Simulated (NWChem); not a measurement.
The numbers come from NWChem runs, not from measurements. System: iminoborane (H$_{2}$BN), charge 0, spin multiplicity 1, at a geometry optimised with PBE/def2-SVP. Level: RHF/def2-TZVP.

Job file:

```
start mol
memory heap 200 mb stack 900 mb global 1100 mb
geometry units angstroms nocenter noautoz
  B      0.000000     0.000000    -0.701057
  N      0.000000     0.000000     0.548845
  H      0.000000     0.000000    -1.891011
  H      0.000000     0.000000     1.554379
  symmetry group C2v
end
basis spherical
  * library def2-tzvp
end
scf
  rhf
  nopen 0
  maxiter 100
  thresh 1e-7
  semidirect memsize 60000000 filesize 0
end
task scf energy
```

Part of the output:

```
             Northwest Computational Chemistry Package (NWChem) 7.3.0
             --------------------------------------------------------

                                NWChem Input Module
                                -------------------

 Scaling coordinates for geometry "geometry" by  1.889725989
 (inverse scale =  0.529177249)

 Turning off AUTOSYM since
 SYMMETRY directive was detected!

                             Geometry "geometry" -> ""
                             -------------------------

 Output coordinates in angstroms (scale by  1.889725989 to convert to a.u.)

  No.       Tag          Charge          X              Y              Z
 ---- ---------------- ---------- -------------- -------------- --------------
    1 B                    5.0000     0.00000000     0.00000000    -0.70105700
    2 N                    7.0000     0.00000000     0.00000000     0.54884500
    3 H                    1.0000     0.00000000     0.00000000    -1.89101100
    4 H                    1.0000     0.00000000     0.00000000     1.55437900

 Effective nuclear repulsion energy (a.u.)      23.5704249663

            Nuclear Dipole moment (a.u.)
            ----------------------------
        X                 Y               Z
 ---------------- ---------------- ----------------
     0.0000000000     0.0000000000    -0.0000037795

      Symmetry information
      --------------------

 Group name             C2v
 Group number             16
 Group order               4
 No. of unique centers     4

      Symmetry unique atoms

     1    2    3    4


 Summary of "ao basis" -> "" (spherical)
 ------------------------------------------------------------------------------
       Tag                 Description            Shells   Functions and Types
 ---------------- ------------------------------  ------  ---------------------
 *                         def2-tzvp                  on all atoms

 Summary of "ao basis" -> "ao basis" (spherical)
 ------------------------------------------------------------------------------
       Tag                 Description            Shells   Functions and Types
[...]
              MO Center=  3.0D-17, -4.9D-33,  2.8D-01, r^2= 1.2D+00
   Bfn.  Coefficient  Atom+Function         Bfn.  Coefficient  Atom+Function
  ----- ------------  ---------------      ----- ------------  ---------------
    37      0.359093  2 N  px                40      0.336396  2 N  px
    43      0.254401  2 N  px                 6      0.206879  1 B  px

 Vector    7  Occ=2.000000D+00  E=-4.246653D-01  Symmetry=b2
              MO Center=  3.4D-32,  9.9D-18,  2.8D-01, r^2= 1.2D+00
   Bfn.  Coefficient  Atom+Function         Bfn.  Coefficient  Atom+Function
  ----- ------------  ---------------      ----- ------------  ---------------
    38      0.359093  2 N  py                41      0.336396  2 N  py
    44      0.254401  2 N  py                 7      0.206879  1 B  py

 Vector    8  Occ=0.000000D+00  E= 1.289197D-01  Symmetry=a1
              MO Center= -5.8D-18,  3.0D-17,  1.9D-01, r^2= 6.9D+00
   Bfn.  Coefficient  Atom+Function         Bfn.  Coefficient  Atom+Function
  ----- ------------  ---------------      ----- ------------  ---------------
     5      2.400549  1 B  s                 36     -2.350453  2 N  s
    65     -0.927092  3 H  s                 71      0.830487  4 H  s
    11      0.549677  1 B  pz                 4      0.388838  1 B  s
    22      0.282825  1 B  d  0              34     -0.165688  2 N  s
    45      0.160533  2 N  pz                14      0.156375  1 B  pz

 Vector    9  Occ=0.000000D+00  E= 1.306310D-01  Symmetry=b2
              MO Center=  2.4D-30,  7.2D-16, -9.1D-01, r^2= 5.1D+00
   Bfn.  Coefficient  Atom+Function         Bfn.  Coefficient  Atom+Function
  ----- ------------  ---------------      ----- ------------  ---------------
    13      1.106796  1 B  py                44     -0.553883  2 N  py
    38     -0.185031  2 N  py

 Vector   10  Occ=0.000000D+00  E= 1.306310D-01  Symmetry=b1
              MO Center= -7.9D-16,  6.7D-31, -9.1D-01, r^2= 5.1D+00
   Bfn.  Coefficient  Atom+Function         Bfn.  Coefficient  Atom+Function
  ----- ------------  ---------------      ----- ------------  ---------------
    12      1.106796  1 B  px                43     -0.553883  2 N  px
    37     -0.185031  2 N  px

 center of mass
 --------------
 x =   0.00000000 y =   0.00000000 z =  -0.02600258

 moments of inertia (a.u.)
 ------------------
          55.932898373540           0.000000000000           0.000000000000
           0.000000000000          55.932898373540           0.000000000000
           0.000000000000           0.000000000000           0.000000000000

  Mulliken analysis of the total density
  --------------------------------------

    Atom       Charge   Shell Charges
 -----------   ------   -------------------------------------------------------
    1 B    5     4.94   0.92  1.06  0.50  0.44  0.04  0.93  0.78  0.14  0.06  0.05  0.02
    2 N    7     7.44   0.82  1.16  0.53  0.67  0.13  1.50  1.69  0.92  0.00  0.01  0.00
    3 H    1     0.92   0.24  0.50  0.17  0.01
    4 H    1     0.70   0.24  0.37  0.04  0.04

       Multipole analysis of the density wrt the origin
       ------------------------------------------------

     L   x y z        total         open         nuclear
     -   - - -        -----         ----         -------
     0   0 0 0     -0.000000      0.000000     14.000000

     1   1 0 0     -0.000000      0.000000      0.000000
     1   0 1 0      0.000000      0.000000      0.000000
     1   0 0 1     -0.168826      0.000000     -0.000004

     2   2 0 0     -9.908087      0.000000      0.000000
     2   1 1 0     -0.000000      0.000000      0.000000
     2   1 0 1     -0.000000      0.000000      0.000000
     2   0 2 0     -9.908087      0.000000      0.000000
     2   0 1 1      0.000000      0.000000      0.000000
     2   0 0 2     -5.715727      0.000000     37.703429

 Task  times  cpu:        0.4s     wall:        0.4s

 Total times  cpu:        0.4s     wall:        0.4s
```
